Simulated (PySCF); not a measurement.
Ti(Cl)2(OSiH3) (Cl₂H₃OSiTi), SMILES [SiH3][O][Ti+]([Cl])[Cl], charge +1, multiplicity 1.

Geometry optimised at PBE0-D3(BJ)/def2-SVP. The spin state was assumed, not searched. The isomer is the one that the SMILES or the coordinates give; other isomers of the formula were not compared. Other conformers were not sampled.

Computed with TDA-M06-2X/def2-SVPD in PySCF 2.14.0.

Vertical excitations. Gas-phase values at a fixed geometry. State labels are in the subgroup Cs.

```tsv
state	symmetry	energy (eV)	λ (nm)	f	main pairs
S1	A"	3.96	313	0.001	HOMO→LUMO 54 %, HOMO−2→LUMO 36 %
S2	A'	4.17	297	0.001	HOMO−2→LUMO+1 50 %, HOMO→LUMO+1 40 %
S3	A"	4.35	285	0.013	HOMO−3→LUMO 61 %, HOMO−2→LUMO 23 %
S4	A'	4.48	277	0.007	HOMO−4→LUMO 61 %, HOMO−1→LUMO 28 %
S5	A"	4.58	271	0.000	HOMO→LUMO+2 35 %, HOMO−4→LUMO+1 25 %, HOMO−2→LUMO+2 10 %, HOMO→LUMO 7 %
S6	A'	4.76	261	0.016	HOMO−3→LUMO+1 42 %, HOMO−5→LUMO 22 %, HOMO−2→LUMO+1 17 %
S7	A"	4.77	260	0.000	HOMO−6→LUMO 39 %, HOMO−2→LUMO 24 %, HOMO→LUMO 12 %
S8	A'	4.79	259	0.001	HOMO−1→LUMO 52 %, HOMO−4→LUMO 27 %, HOMO−8→LUMO 9 %
S9	A'	4.89	254	0.003	HOMO−5→LUMO 52 %, HOMO−6→LUMO+1 17 %, HOMO→LUMO+1 9 %, HOMO−2→LUMO+1 8 %
S10	A"	4.91	253	0.005	HOMO−4→LUMO+1 27 %, HOMO→LUMO+2 21 %, HOMO−1→LUMO+1 16 %, HOMO−6→LUMO 12 %
T1	A"	3.87	320	0	HOMO−2→LUMO 49 %, HOMO→LUMO 41 %
T2	A'	3.98	312	0	HOMO−2→LUMO+1 53 %, HOMO−3→LUMO+1 14 %, HOMO→LUMO+1 14 %
T3	A"	4.07	305	0	HOMO−3→LUMO 54 %, HOMO−4→LUMO+1 14 %, HOMO→LUMO 11 %
T4	A'	4.07	305	0	HOMO−3→LUMO+1 39 %, HOMO→LUMO+1 25 %, HOMO−4→LUMO 19 %, HOMO−2→LUMO+1 7 %
```
Triplets are in the Tamm–Dancoff approximation.
